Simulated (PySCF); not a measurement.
This PySCF input asks for the NMR shieldings of SMILES Cc1cc(S[SiH3])cnn1, C₅H₈N₂SSi; the geometry comes from GFN2-xTB.

```python
import basis_set_exchange as bse
import numpy as np
from pyscf import gto, dft
from pyscf.prop import nmr

atoms = """
C    -3.246111    0.042694    0.640136
C    -1.864551   -0.156542    0.110561
C    -0.751648    0.385790    0.757527
C     0.498276    0.156154    0.204552
S     1.919674    0.828827    0.991416
Si    3.611274    0.296203   -0.244149
C     0.519597   -0.613578   -0.965269
N    -0.572212   -1.089720   -1.514454
N    -1.742565   -0.871635   -0.998416
H    -3.348568   -0.444815    1.608305
H    -3.451975    1.103257    0.771333
H    -3.963908   -0.385982   -0.052563
H    -0.858030    0.968310    1.659657
H     3.394745    0.862172   -1.568866
H     4.685064    0.942879    0.488198
H     3.722699   -1.156337   -0.259922
H     1.441241   -0.855647   -1.476457
"""
names = dict.fromkeys(["C", "S", "Si", "N", "H"], "pcSseg-1")
basis = {el: gto.basis.parse(bse.get_basis(n, elements=[el], fmt="nwchem")) for el, n in names.items()}
mol = gto.M(atom=atoms, basis=basis, charge=0, verbose=0)
mf = dft.RKS(mol, xc="PBE0")
mf.grids.level = 2
mf.grids.alignment = dft.numint.BLKSIZE   # the property module wants whole blocks of grid points
mf.conv_tol = 1e-9
mf.kernel()

calc = nmr.RKS(mf)   # GIAO
C = mf.mo_coeff
Co = C[:, mf.mo_occ > 0]
resp = mf.gen_response(singlet=True, hermi=2)
def vind(x):   # induced exchange potential for any number of trial vectors
    d = np.einsum("pi,xij,qj->xpq", C, 2 * x.reshape(-1, C.shape[1], Co.shape[1]), Co, optimize=True)
    return np.einsum("xpq,pi,qj->xij", resp(d - d.transpose(0, 2, 1)), C, Co, optimize=True).ravel()
mo1, _ = nmr.rhf.solve_mo1(calc, with_cphf=vind)
sigma = calc.kernel(mo1)
for i, s in enumerate(sigma):   # ppm
    w = np.linalg.eigvalsh((s + s.T) / 2)
    print("%2d %-2s iso %8.1f  s11 %8.1f  s22 %8.1f  s33 %8.1f" % (i, mol.atom_pure_symbol(i), w.mean(), *w))
```

Task: Give the expected output.

Result: 
```
 0 C  iso    162.4  s11    141.2  s22    156.4  s33    189.5
 1 C  iso     25.6  s11    -89.7  s22     15.7  s33    150.7
 2 C  iso     57.0  s11    -51.3  s22     60.8  s33    161.6
 3 C  iso     41.0  s11    -57.5  s22     16.3  s33    164.2
 4 S  iso    613.0  s11    457.8  s22    516.5  s33    864.8
 5 Si iso    411.6  s11    378.6  s22    410.5  s33    445.6
 6 C  iso     37.3  s11    -84.4  s22     55.2  s33    141.0
 7 N  iso   -194.7  s11   -624.5  s22   -200.5  s33    240.9
 8 N  iso   -169.8  s11   -554.5  s22   -184.6  s33    229.6
 9 H  iso     28.9  s11     24.8  s22     28.0  s33     33.9
10 H  iso     29.0  s11     24.6  s22     28.5  s33     33.8
11 H  iso     28.6  s11     24.4  s22     26.7  s33     34.8
12 H  iso     24.3  s11     19.6  s22     21.3  s33     32.0
13 H  iso     26.7  s11     23.1  s22     24.6  s33     32.4
14 H  iso     27.1  s11     23.3  s22     25.1  s33     33.0
15 H  iso     26.7  s11     23.0  s22     24.5  s33     32.4
16 H  iso     22.7  s11     18.7  s22     19.5  s33     29.9
```

These numbers come from an equivalent density-fitted implementation of the same equations, which agrees with the script to about 0.01 ppm for H and up to a few tenths of a ppm for heavy atoms, so last digits may differ.

Task: Turn these shieldings into chemical shifts. Referencing at the same level of theory: ¹³C (σ = 186.93 ppm) and ²⁹Si (σ = 349.16 ppm) and ¹H (σ = 31.72 ppm) vs TMS; ³³S (σ = 503.73 ppm) against CS2; ¹⁵N (σ = 267.73 ppm) vs NH3.

Result: Averaging equivalent atoms: C 1: 161.4; C 6: 149.7; C 3: 145.9; C 2: 129.9; C 0: 24.5; S 4: -109; Si 5: -62.4; N 7: 462.4; N 8: 437.5; H 16: 9.02; H 12: 7.40; H 13/14/15: 4.88; H 9/10/11: 2.88 ppm. Experimental scales use liquid or dissolved standards, which lie at an offset from isolated NH3 (liquid NH3: subtract about 20 ppm). Unscaled 15N shifts of sp2 nitrogen come out 20 to 40 ppm too high even then.

Size and cost of the density-fitted run: 207 basis functions, 61 s wall time on 1 thread of an Arm Neoverse N1, shared host; peak memory 0.92 GiB.
